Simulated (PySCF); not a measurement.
# Peak assignment

Structure with atom numbers: `[CH3:1][c:2]1[cH:3][c:4]([Cl:5])[cH:6][cH:7][c:8]1[CH2:9][SiH3:10]`. Hydrogens are named by the atom that carries them.

Calculated, not measured (PySCF 2.14): σ from GIAO-PBE0/pcSseg-1, geometry from GFN2-xTB. One conformer, no relativistic terms, gas phase, rapidly exchanging positions averaged.

Shifts are taken against calculated references (same method and geometry level): TMS for 13C and 1H.

**Question.** Assign these signals to the numbered atoms. 13C{1H} NMR (computed): δ 142.2, 141.7, 141.1, 136.2, 135.0, 132.8, 23.1, 17.8.

**Answer.** 
```tsv
δ (ppm)	atoms	environment	reason
142.2	C4	aromatic carbon bearing chlorine	–
141.7	C8	substituted aromatic carbon	–
141.1	C2	substituted aromatic carbon	–
136.2	C3	aromatic CH	the aromatic region
135.0	C7	aromatic CH	–
132.8	C6	aromatic CH	–
23.1	C1	methyl carbon on an aromatic ring	aliphatic region, no heteroatom directly attached
17.8	C9	sp3 CH2 bonded to Si, on an aromatic ring	–
```

C4 and C8; C8 and C2; C3 and C7 lie closer than the usual error of such a calculation, so a measured spectrum could show them in the other order.

**Question.** Assign these signals to the numbered atoms. 1H NMR (600 MHz, computed): δ 7.39 (s, 1H), 7.38 (m, 1H), 7.31 (m, 1H), 3.87 (t, 3H), 2.37 (s, 3H), 2.26 (q, 2H).

**Answer.** 
| δ (ppm) | atoms | environment | reason |
| --- | --- | --- | --- |
| 7.39 | H(C3) | hydrogen on an aromatic CH | aromatic region |
| 7.38 | H(C6) | hydrogen on an aromatic CH | – |
| 7.31 | H(C7) | hydrogen on an aromatic CH | – |
| 3.87 | H(Si10) | hydrogen on a silicon bonded to C | – |
| 2.37 | H(C1) | hydrogen on a methyl carbon on an aromatic ring | benzylic-type position, deshielded by the ring |
| 2.26 | H(C9) | hydrogen on an sp3 CH2 bonded to Si, on an aromatic ring | benzylic-type position, deshielded by the ring |

H(C3) and H(C6); H(C6) and H(C7); H(C1) and H(C9) lie closer than the usual error of such a calculation, so a measured spectrum could show them in the other order.

Carbons that carry Cl, above all several Cl atoms, come out too deshielded, partly because spin–orbit coupling is missing. Shifts are as computed. Against solution values, carbons near 30 ppm lie about +3 ppm off and those near 130 ppm about +5 ppm; carbons on Cl a further +6 ppm. Of 1211 compounds with measured shifts, 218 miss one by over three times the rms of a fit or turn the order of signals round; such compounds aren't used in these exercises. No couplings were computed; multiplicities are counted from neighbouring protons, with m where these are inequivalent, close in shift, in a saturated or five-membered ring or joined by F or P, and br s for small geminal =CH2 splittings.
